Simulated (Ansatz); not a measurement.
`COC(C)C` + `[OH][SnH2][SeH]` → `C[O][SnH2][SeH]` + `CCOC`  (substitution at a C–C bond)

Program: Ansatz. Geometries: PBE0-D4/def2-TZVP. ΔE: electronic, gas phase. CBS: MP2 limit from def2 TZ/QZ plus the TZ coupled-cluster correction, frozen cores. Functionals use def2-TZVPP. Elements past krypton have def2 core potentials. For Se, Sn outer-core shells are correlated without core-valence functions, which leaves a few kJ/mol of doubt a bond. Scalar relativity is left out up to krypton. One conformer a species, not always the lowest.

```
             level  ΔE (kJ/mol)
       LDA (SPW92)         69.9
           PBE0-D4         65.1
           ωB97M-V         66.9
               PBE         61.4
            r2SCAN         65.4
              PBE0         64.3
      MP2/def2-SVP         65.5
SCS-MP2/def2-TZVPP         66.2
```

(1) What does CCSD(T)/CBS give? (Estimate.)

Largest T1 diagnostic among the species: 0.012.

## Answers

(1) The calculation gave: +68.4 kJ/mol. The listed levels differ from it by 1.5, -3.3, -1.5, -7.0, -3.0, -4.1, -2.9, -2.2 kJ/mol.

From BLYP to BHLYP (50 % exact exchange), in def2-TZVPP and without D4, ΔE moves by +6.0 kJ/mol. In def2-TZVPP, CCSD(T) changes the Hartree–Fock value by +11.9 kJ/mol (the triples alone add +1.0 kJ/mol) and MP2 by +16.9 kJ/mol.
